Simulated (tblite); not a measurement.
Compound: C₄H₁₀GeO.
Bonds: C1–C2, C2–C3, C3–Ge4, Ge4–O5, O5–C6, C1–C6. Hydrogens: H7, H8 on C1; H9, H10 on C2; H11, H12 on C3; H13, H14 on Ge4; H15, H16 on C6.

Computed with GFN2-xTB (tblite), gas phase: L-BFGS steps from a force-field or distance-geometry start until the largest atomic force falls under 0.01 eV/Å.

Step 25: E = -535.2172 eV
```
atom  x, y, z in Å  |  force x, y, z in eV/Å
C1     -1.3522   -0.0133    0.3113    0.003  -0.002   0.034
C2     -0.4738   -1.2083   -0.0593   -0.063   0.046  -0.025
C3      0.9556   -1.0749    0.4730   -0.087  -0.048  -0.008
Ge4     1.7148    0.6477   -0.1485    0.101  -0.032   0.066
O5      0.3432    1.7357    0.0210   -0.030   0.065  -0.079
C6     -0.9222    1.2719   -0.3935   -0.018  -0.040   0.000
H7     -1.3059    0.1505    1.3893    0.002   0.011   0.028
H8     -2.3892   -0.2217    0.0382    0.017   0.000  -0.003
H9     -0.9286   -2.1211    0.3406    0.040   0.015  -0.022
H10    -0.4599   -1.2985   -1.1508    0.054  -0.021   0.018
H11     0.9399   -1.0684    1.5651   -0.007  -0.037  -0.008
H12     1.5403   -1.9348    0.1507    0.052   0.004   0.031
H13     2.7299    1.3629    0.6917    0.013  -0.028  -0.002
H14     2.1581    0.6017   -1.5999   -0.018   0.032  -0.027
H15    -1.6311    2.0740   -0.1605   -0.002   0.003  -0.034
H16    -0.9265    1.1055   -1.4798   -0.056   0.033   0.031
```

Step 26: E = -535.2189 eV
```
atom  x, y, z in Å  |  force x, y, z in eV/Å
C1     -1.3517   -0.0128    0.3132    0.020  -0.013   0.018
C2     -0.4736   -1.2074   -0.0609   -0.045   0.045  -0.034
C3      0.9547   -1.0741    0.4741   -0.071  -0.038  -0.005
Ge4     1.7197    0.6473   -0.1481    0.031  -0.059   0.064
O5      0.3457    1.7359    0.0085   -0.059   0.048  -0.101
C6     -0.9244    1.2726   -0.3948   -0.036  -0.049   0.007
H7     -1.3010    0.1503    1.3919   -0.004   0.010   0.001
H8     -2.3893   -0.2230    0.0421    0.028   0.014   0.009
H9     -0.9293   -2.1227    0.3322    0.045   0.023  -0.005
H10    -0.4553   -1.2949   -1.1523    0.042  -0.008   0.006
H11     0.9348   -1.0670    1.5660    0.005  -0.044  -0.004
H12     1.5428   -1.9322    0.1525    0.035   0.000   0.042
H13     2.7283    1.3646    0.6961    0.022  -0.017   0.000
H14     2.1681    0.5901   -1.5967   -0.006   0.040  -0.034
H15    -1.6314    2.0739   -0.1529    0.007   0.015  -0.028
H16    -0.9458    1.1083   -1.4823   -0.014   0.033   0.066
```

**Question.** Estimate the geometry and energy of step 27. (The exact step hangs on the optimiser's Hessian estimate; all steps are aligned on step 26, rigid shifts and turns removed.)

**Answer.** E = -535.2202 eV, largest force 0.116 eV/Å
```
atom  x, y, z in Å  |  force x, y, z in eV/Å
C1     -1.3511   -0.0126    0.3152    0.025  -0.013   0.001
C2     -0.4742   -1.2061   -0.0627   -0.007   0.022  -0.030
C3      0.9526   -1.0744    0.4751   -0.027  -0.019   0.005
Ge4     1.7246    0.6456   -0.1467   -0.048  -0.058   0.037
O5      0.3472    1.7363   -0.0043   -0.053   0.016  -0.102
C6     -0.9269    1.2724   -0.3956   -0.037  -0.028   0.012
H7     -1.2970    0.1502    1.3940   -0.007   0.007  -0.014
H8     -2.3889   -0.2238    0.0455    0.024   0.021   0.018
H9     -0.9293   -2.1236    0.3249    0.036   0.019   0.010
H10    -0.4508   -1.2919   -1.1536    0.024   0.008  -0.016
H11     0.9305   -1.0669    1.5666    0.007  -0.046   0.005
H12     1.5452   -1.9306    0.1552    0.011  -0.005   0.042
H13     2.7272    1.3671    0.6994    0.031  -0.010   0.005
H14     2.1765    0.5820   -1.5945    0.003   0.042  -0.024
H15    -1.6309    2.0741   -0.1469    0.006   0.022  -0.018
H16    -0.9625    1.1110   -1.4832    0.014   0.022   0.068
```

The energy changes by -0.0014 eV. The first-order estimate −F·Δx gives -0.0020 eV and the mean of the old and new forces, exact on a quadratic surface, -0.0014 eV. The step makes an angle of 74° with the force vector and moves no atom by more than 0.017 Å.

The cost below is that of the whole relaxation. Hardware: an Arm Neoverse N1 with one thread, shared host with 64 logical CPUs at a one-minute load of 46. Cost: 0.42 s.
